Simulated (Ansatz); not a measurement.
Total energies of SbMe3 (C3H9Sb) from Ansatz at PBE-D4/def2-TZVP, gas phase (1 Eh = 27.2114 eV = 2625.5 kJ/mol). The reference geometry is relaxed at PBE0-D4/def2-SVP.

```xyz
13

Sb    0.8446    0.7015    0.4887
C    -1.2499    0.8579    1.0430
H    -1.3636    0.6807    2.1224
H    -1.8462    0.1185    0.4886
H    -1.6200    1.8680    0.8144
C     0.8986   -1.4633    0.6601
H     0.0375   -1.9076    0.1398
H     0.8713   -1.7532    1.7206
H     1.8288   -1.8480    0.2171
C     0.4479    0.6858   -1.6468
H     1.3532    0.3779   -2.1903
H     0.1669    1.6953   -1.9806
H    -0.3692   -0.0136   -1.8769
```

| state | geometry | energy (Eh) |
| --- | --- | --- |
| charge 0 singlet | reference | -359.85769 |
| charge 1 doublet | reference | -359.55153 |
| charge 1 doublet | relaxed at PBE0-D4/def2-SVP | -359.57047 |
| free Sb atom (quartet) | – | -240.20743 |
| free C atom (triplet) | – | -37.79597 |
| free H atom (doublet) | – | -0.49962 |

In the def2 sets Sb takes a core potential; there is no spin–orbit coupling.

(1) Work out the vertical ionisation energy to the doublet.

(2) How much does the charge 1 doublet relax, and what is the adiabatic ionisation energy?

(3) What is the binding energy per atom against free atoms?

(1) E(charge 1 doublet) − E(charge 0 singlet) = -359.55153 − (-359.85769) = 0.30616 Eh = 8.33 eV. For comparison, −ε of the highest occupied level is 5.48 eV at this level, 2.85 eV less.

(2) Relaxation: -359.55153 − (-359.57047) = 0.01894 Eh = 0.52 eV. Adiabatic ionisation energy: 0.28722 Eh = 7.82 eV, without zero-point energy. 

(3) Atoms: 1 × (-240.20743) + 3 × (-37.79597) + 9 × (-0.49962) = -358.09192 Eh. Binding: -358.09192 − (-359.85769) = 1.76577 Eh = 48.05 eV, or 3.70 eV for each of 13 atoms (no zero-point energy, no counterpoise term).
